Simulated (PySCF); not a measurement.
## Diatomic cations of B with group 12

MP2 with double-zeta basis sets in PySCF, for the lowest determinant that a PBE0 search found; no spin–orbit coupling. De refers to high-spin ground-configuration atoms (the charge goes to the atom of lower measured ionisation energy or higher electron affinity, which is not always the lowest computed limit).

```json
{"M": "Zn", "basis": "def2-SVP", "reference, frozen orbitals": "RHF, 6", "charged atom": "B+", "state (unpaired electrons)": "singlet (closed shell)", "Re (Å)": "2.355", "ωe (cm⁻¹)": "348", "De (eV)": "1.83"}
{"M": "Cd", "basis": "cc-pVDZ-PP/cc-pVDZ", "reference, frozen orbitals": "RHF, 1", "charged atom": "B+", "state (unpaired electrons)": "singlet (closed shell)", "Re (Å)": "2.525", "ωe (cm⁻¹)": "286", "De (eV)": "1.45"}
{"M": "Hg", "basis": "def2-SVP", "reference, frozen orbitals": "RHF, 1", "charged atom": "B+", "state (unpaired electrons)": "singlet (closed shell)", "Re (Å)": "2.349", "ωe (cm⁻¹)": "306", "De (eV)": "1.15"}
```

The shortest bond is that of HgB⁺ (2.349 Å), the longest that of CdB⁺ (2.525 Å). ZnB⁺ is bound most strongly (1.83 eV) and HgB⁺ least (1.15 eV).

The rows differ in basis set, which adds steps of its own.

Down a group the atoms grow and get heavier, so bonds lengthen and wavenumbers fall; the exceptions here are the shorter bond at Hg and the higher wavenumber at Hg. Relativity and the filled 4f shell contract the atoms of the sixth period.

Correlated steps freeze the inner cores (1 to 6 orbitals); shallow outer-core shells are correlated. Correlated levels converge slowly with the basis: in double zeta they bind strong bonds too weakly, by up to about 1 eV, and carry superposition errors of some tenths. Spin–orbit coupling is left out. For an ion De counts to the pair picked by the measured ionisation energies or electron affinities, which need not be the lowest pair at this level.
